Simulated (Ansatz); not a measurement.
Geometry optimisation, RKS PBE0-D4/def2-mTZVP (Ansatz).

Input:

```yaml
crystal:
  periodic: [false, false, false]
  atoms:
    - { symbol: Ga, position_ang: [0.0, 0.0, 0.0] }
    - { symbol: C, position_ang: [0.0, 0.0, 2.33] }
    - { symbol: H, position_ang: [-0.9996, -0.3092, 2.7005] }
    - { symbol: H, position_ang: [0.7676, -0.7111, 2.7005] }
    - { symbol: H, position_ang: [0.232, 1.0203, 2.7005] }
    - { symbol: H, position_ang: [1.3596, 0.0, -0.785] }
    - { symbol: H, position_ang: [-1.3596, 0.0, -0.785] }
    - { symbol: Cl, position_ang: [-0.3253, -2.3884, 0.8009] }
    - { symbol: H, position_ang: [-0.1789, -1.3135, 2.0219] }
basis:
  gaussian: { orbitals: def2-mTZVP }
hamiltonian:
  xc: pbe0
  dispersion: d4
relax:
  f_tol: 0.15
  max_steps: 25
  restrain:
    - { distance: [0, 7], at: 2.24, k: 30.0 }
    - { distance: [8, 1], at: 1.11, k: 30.0 }
    - { distance: [0, 1], at: 3.18, k: 30.0 }
    - { distance: [8, 7], at: 2.57, k: 30.0 }
```

Command:

```bash
$ ansatz run input.yaml --threads 2 --pin off --max-ram 3072MiB --backend cpu --events-out ev --progress --plain --runs-dir out
```

**Question.** Where does it end, and by what steps?

**Answer.** It converged. The restraints hold the end off the free minimum; the threshold counts their pulls, which the force column leaves out. Restrained pairs: Ga1–Cl8 (2.54 → 2.22 Å), C2–H9 (1.36 → 1.10 Å), Ga1–C2 (2.33 → 3.18 Å), Cl8–H9 (1.63 → 2.58 Å). After 9 steps the energy has fallen by 3.139 eV (the restraints' own energy left out); Cl8 moved furthest, 0.85 Å.

```
step  energy less start (eV)  largest force component (eV/Å)  accepted
   0                  0.0000                           2.420       yes
   1                  0.8510                           2.876       yes
   2                  0.9166                           4.142       yes
   3                 -0.6375                           4.313       yes
   4                 -2.2190                           2.608       yes
   5                 -2.9214                           1.232       yes
   6                 -3.0900                           0.961       yes
   7                 -3.1184                           0.666       yes
   8                 -3.1212                           0.664       yes
   9                 -3.1393                           0.611       yes
```

```xyz
9
Properties=species:S:1:pos:R:3
Ga -0.056 -0.452 -0.476
C -0.037 -0.192 2.691
H -0.934 -0.090 3.300
H 0.836 -0.322 3.329
H 0.093 0.718 2.100
H 1.421 0.018 -0.636
H -1.400 0.314 -0.658
Cl -0.286 -2.610 -0.022
H -0.142 -1.085 2.055
```

Time of the run: 19 s on 2 threads of Intel(R) Xeon(R) Platinum 8488C (Sapphire Rapids), with other jobs on the host, peak memory 0.22 GiB.
